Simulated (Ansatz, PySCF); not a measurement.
C4H8OSi, SMILES C=C/C=C/[SiH2]O. Atoms are numbered in the order given.

```xyz
14

C      3.3146    -0.2798    -0.5582
C      2.2370    -0.7844     0.0551
C      0.8998    -0.1818    -0.0254
C     -0.1987    -0.6627     0.5840
Si    -1.8550     0.1792     0.4140
O     -1.7610     1.3858    -0.7418
H      3.2474     0.6304    -1.1644
H      4.2969    -0.7538    -0.4752
H      2.3284    -1.6959     0.6587
H      0.8187     0.7308    -0.6321
H     -0.0954    -1.5742     1.1902
H     -2.8909    -0.8382     0.0523
H     -2.2638     0.8524     1.6754
H     -1.6582     1.0955    -1.6536
```
Charge 0, spin multiplicity 1.

Geometry: ωB97X-D3(BJ)/def2-SVP. The structure was generated by enumeration; whether it is a known compound was not checked. Other conformers were not sampled.

Two levels are set side by side: PBE-D3(BJ)/def2-SVP (Ansatz, a first-principles code) and ωB97X-D3(BJ)/def2-SVP (PySCF). Each level has its own optimised geometry; the coordinates shown are those of the second. Frequencies come from the Hessian of PySCF at each geometry. Differences are taken from unrounded values.

| quantity | ωB97X-D3(BJ) | PBE-D3(BJ) | PBE-D3(BJ) minus ωB97X-D3(BJ) |
|---|---|---|---|
| mean bond length (Å) | 1.317 | 1.326 | 0.009 |
| bond C1–C2 (Å) | 1.339 | 1.353 | 0.014 |
| bond C2–C3 (Å) | 1.469 | 1.455 | -0.014 |
| bond C3–C4 (Å) | 1.345 | 1.361 | 0.016 |
| bond C4–Si5 (Å) | 1.866 | 1.871 | 0.005 |
| bond Si5–O6 (Å) | 1.674 | 1.688 | 0.015 |
| bond C1–H7 (Å) | 1.096 | 1.103 | 0.007 |
| bond C1–H8 (Å) | 1.094 | 1.100 | 0.007 |
| bond C2–H9 (Å) | 1.097 | 1.105 | 0.008 |
| bond C3–H10 (Å) | 1.099 | 1.107 | 0.008 |
| bond C4–H11 (Å) | 1.099 | 1.108 | 0.008 |
| bond Si5–H12 (Å) | 1.496 | 1.511 | 0.015 |
| bond Si5–H13 (Å) | 1.487 | 1.501 | 0.014 |
| bond O6–H14 (Å) | 0.962 | 0.973 | 0.011 |
| highest harmonic wavenumber (cm⁻¹) | 3936 | 3762 | -174 |
| mean harmonic wavenumber (cm⁻¹) | 1321 | 1267 | -54 |
| zero-point energy (kcal/mol) | 67.98 | 65.20 | -2.78 |

Exact exchange shortens and stiffens bonds; PBE has none. Differences between two approximate levels are no errors against the true value.
